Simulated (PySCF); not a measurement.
This PySCF input asks for the NMR shieldings of SMILES [C@@H]1(F)COC(=S)C1, C4H5FOS; the geometry comes from GFN2-xTB.

```python
import basis_set_exchange as bse
import numpy as np
from pyscf import gto, dft
from pyscf.prop import nmr

atoms = """
F     0.581605   -0.935695    1.732295
C     0.371706   -0.846584    0.374502
C     1.280207    0.241158   -0.220406
O     0.455067    1.350057   -0.536220
C    -0.836529    1.068851   -0.389314
S    -2.001551    2.143007   -0.705956
C    -1.041379   -0.347494    0.084117
H     0.587450   -1.841190   -0.025170
H     1.775371   -0.094030   -1.136529
H     2.033252    0.563507    0.503529
H    -1.662022   -0.369079    0.980622
H    -1.541979   -0.933195   -0.687497
"""
names = dict.fromkeys(["F", "C", "O", "S", "H"], "pcSseg-1")
basis = {el: gto.basis.parse(bse.get_basis(n, elements=[el], fmt="nwchem")) for el, n in names.items()}
mol = gto.M(atom=atoms, basis=basis, charge=0, verbose=0)
mf = dft.RKS(mol, xc="PBE0")
mf.grids.level = 2
mf.grids.alignment = dft.numint.BLKSIZE   # the property module wants whole blocks of grid points
mf.conv_tol = 1e-9
mf.kernel()

calc = nmr.RKS(mf)   # GIAO
C = mf.mo_coeff
Co = C[:, mf.mo_occ > 0]
resp = mf.gen_response(singlet=True, hermi=2)
def vind(x):   # induced exchange potential for any number of trial vectors
    d = np.einsum("pi,xij,qj->xpq", C, 2 * x.reshape(-1, C.shape[1], Co.shape[1]), Co, optimize=True)
    return np.einsum("xpq,pi,qj->xij", resp(d - d.transpose(0, 2, 1)), C, Co, optimize=True).ravel()
mo1, _ = nmr.rhf.solve_mo1(calc, with_cphf=vind)
sigma = calc.kernel(mo1)
for i, s in enumerate(sigma):   # ppm
    w = np.linalg.eigvalsh((s + s.T) / 2)
    print("%2d %-2s iso %8.1f  s11 %8.1f  s22 %8.1f  s33 %8.1f" % (i, mol.atom_pure_symbol(i), w.mean(), *w))
```

**Question.** What are the results?

**Answer.** 
```
 0 F  iso    360.8  s11    297.2  s22    384.5  s33    400.8
 1 C  iso     92.1  s11     59.1  s22     84.7  s33    132.6
 2 C  iso    102.3  s11     63.5  s22     98.7  s33    144.7
 3 O  iso     58.3  s11   -187.7  s22    171.6  s33    191.1
 4 C  iso    -38.9  s11   -200.0  s22     26.5  s33     56.9
 5 S  iso     94.4  s11   -448.8  s22     24.6  s33    707.4
 6 C  iso    132.9  s11    107.5  s22    123.4  s33    167.7
 7 H  iso     26.3  s11     23.0  s22     25.8  s33     29.9
 8 H  iso     26.8  s11     23.0  s22     26.4  s33     31.2
 9 H  iso     26.7  s11     23.1  s22     26.4  s33     30.5
10 H  iso     28.1  s11     24.4  s22     28.8  s33     31.1
11 H  iso     28.3  s11     24.3  s22     28.5  s33     32.0
```

These numbers come from an equivalent density-fitted implementation of the same equations, which agrees with the script to about 0.01 ppm for H and up to a few tenths of a ppm for heavy atoms, so last digits may differ.

**Question.** Turn these shieldings into chemical shifts. δ = σ(ref) − σ, references computed at the same level: ¹⁹F (σ = 170.95 ppm) vs CFCl3; ¹³C (σ = 186.93 ppm) and ¹H (σ = 31.72 ppm) against TMS; ¹⁷O (σ = 336.08 ppm) vs H2O; ³³S (σ = 503.73 ppm) against CS2.

**Answer.** Averaging equivalent atoms: F 0: -189.9; C 4: 225.8; C 1: 94.8; C 2: 84.6; C 6: 54.1; O 3: 277.8; S 5: 409; H 7: 5.46; H 9: 5.05; H 8: 4.88; H 10: 3.61; H 11: 3.46 ppm. Unscaled 19F shifts against computed CFCl3 carry errors that often reach 10 to 50 ppm. Unscaled 17O shifts of doubly bonded oxygen tend to come out too high, by tens of ppm or more. Experimental scales use liquid or dissolved standards, which lie at an offset from isolated H2O (liquid H2O: subtract about 36 ppm).

Size and cost of the density-fitted run: 151 basis functions, 35 s wall time on 1 thread of an Arm Neoverse N1, shared host; peak memory 0.71 GiB.
